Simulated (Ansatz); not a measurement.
AlBrH3OSi (`[SiH3][O][Al][Br]`) radical, relaxed with UKS PBE-D4/def2-SVP in the Gaussian-basis code of Ansatz from a rough embedded geometry. The force threshold is 0.03 eV/Å; the program also tests the step.

The species carries charge 0 and has multiplicity 2.

Start:

```xyz
7

Si    0.860    0.279   -0.371
O     0.096   -1.220   -0.257
Al   -1.687   -0.811   -0.151
Br   -2.757   -0.455    1.849
H     0.606    1.101    0.882
H     2.374    0.064   -0.389
H     0.509    1.042   -1.563
```

(1) By how much does the energy fall, and how many steps does the optimiser take? (An estimate is asked.)

(2) Which bonds change most? (Best estimate.)

(3) Give the relaxed structure. (An estimate is asked.)

## Answers

(1) Ansatz gave: 48.95 kJ/mol, in 12 steps, 3 of them rejected.

(2) Computed: O2–Al3 from 1.832 to 1.709 Å; Si1–H7 from 1.458 to 1.505 Å; Si1–H6 from 1.529 to 1.505 Å; Si1–O2 from 1.687 to 1.669 Å.

(3) Ansatz gave: 
```xyz
7

Si    0.992    0.481   -0.403
O    -0.365   -0.472   -0.213
Al   -1.760   -1.407    0.104
Br   -3.098   -0.923    1.904
H     1.071    1.501    0.701
H     2.228   -0.376   -0.367
H     0.931    1.196   -1.726
```
